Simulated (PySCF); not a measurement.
MgCl, SMILES [Mg+][Cl], charge +1. Atoms are numbered in the order given.

```xyz
2

Mg     0.0000     0.0000    -1.2357
Cl     0.0000     0.0000     0.8723
```
Charge +1, spin multiplicity 1.

The structure is a stationary point at PBE0-D3(BJ)/def2-TZVPD. The multiplicity is an assumed one; other spin states were not compared.

Computed with M06-2X/def2-TZVPD (PySCF).

Gas-phase values at a fixed geometry.

Computed frontier levels, gap, dipole moment and polarisability:
| Quantity | Result |
|---|---|
| highest occupied level | -15.18 eV |
| lowest empty level | -8.78 eV |
| orbital gap | 6.40 eV |
| dipole moment about the centre of nuclear charge | 10.30 D |
| mean static polarisability | 27.2 bohr³ (4.03 Å³) |
| polarisability, principal values | 23.2, 23.2, 35.2 bohr³ |
